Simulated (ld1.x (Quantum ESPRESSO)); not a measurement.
Before and after: PAW potential for S

| Quantity | Value |
| --- | --- |
| Element | S (Z = 16) |
| Generator | ld1.x (Quantum ESPRESSO) 7.5 |
| Type | PAW |
| Functional | PBE |
| Relativity | scalar-relativistic |
| Frozen core | [Ne] |
| Valence charge | 6 |
| Reference configuration | 3s1 3p5 |
| Partial waves | 3s (bound): rcut 1.00, rcutus 1.25 bohr; 3s channel at -0.95 Ry: rcut 1.00, rcutus 1.25 bohr; 3p (bound): rcut 1.45, rcutus 1.60 bohr; 3p channel at -0.1 Ry: rcut 1.45, rcutus 1.60 bohr; 3d channel at 0.35 Ry: rcut 1.35, rcutus 1.55 bohr; 3d channel at 1.2 Ry: rcut 1.35, rcutus 1.55 bohr |
| Local potential | all-electron potential smoothed inside 1.10 bohr (lloc = -2) |
| Core correction | a·sin(br)/r model core inside 0.75 bohr |
| Augmentation charge | PSQ, inside the norm-conserving radii |

All-electron outer shells of the reference configuration (PBE, scalar-relativistic, ld1.x):

| shell | level (eV) | outermost node (bohr) | outermost maximum (bohr) |
| --- | --- | --- | --- |
| 2s | -213.15 | 0.13 | 0.39 |
| 2p | -157.93 | – | 0.33 |
| 3s | -17.93 | 0.60 | 1.40 |
| 3p | -7.56 | 0.58 | 1.59 |

Change: waves 3s (bound): rcut 1.00, rcutus 1.42 bohr; 3s channel at -0.95 Ry: rcut 1.00, rcutus 1.42 bohr.

Cutoffs: the cutoffs (Ry, on a coarse ladder) from which the occupation-weighted sum of valence levels, in a spherical-Bessel basis at the reference potential, stays within 10 and 1 mRy of its value at 400 Ry; they do not see the model core or the augmentation charge, which bear on the density cutoff. Errors are all-electron minus pseudo energies relative to the spin-unpolarised reference configuration.

Problem. What does the change do?

Solution. The potential gets softer (21 Ry and 35 Ry → 21 Ry and 30 Ry); the errors of the 7 common tests hardly move; the range in which the s phases agree widens (upper end 2.8 → at the end of the scan); neither file shows a bound ghost. A larger radius leaves more room for a smooth pseudo-wave, so fewer plane waves are needed.

```csv
quantity,base,changed
"cutoff, loose",21 Ry,21 Ry
"cutoff, tight",35 Ry,30 Ry
loose cutoff by channel (10 mRy a level),"s 18 Ry, p 15 Ry","s 12 Ry, p 15 Ry"
bound ghosts,none,none
"error for 3s2 3p4, meV [ΔE -10.31 eV]",+0.3,+0.3
"error for 3s2 3p3, meV [ΔE 1.46 eV]",-0.7,-0.8
"error for 3s2 3p2, meV [ΔE 23.74 eV]",-6.4,-6.5
"error for 3s2 3p1, meV [ΔE 57.78 eV]",-28,-29
"error for 3s2 3p3.5, meV [ΔE -5.65 eV]",0.0,0.0
"error for 3s0 3p6, meV [ΔE 10.43 eV]",-0.4,-0.4
"error for 3s2 3p4.3, meV [ΔE -12.02 eV]",+0.4,+0.4
s: phases at 1.75 bohr within 0.05 rad from the reference energy up to (Ry; the scan ends near 5),2.8,to the end of the scan
p: phases at 1.75 bohr within 0.05 rad from the reference energy up to (Ry; the scan ends near 5),to the end of the scan,to the end of the scan
d: phases at 1.75 bohr within 0.05 rad from the reference energy up to (Ry; the scan ends near 5),to the end of the scan,to the end of the scan
lowest overlap eigenvalue by channel,"s 0.55, p 0.79, d 0.96","s 0.47, p 0.79, d 0.96"
```
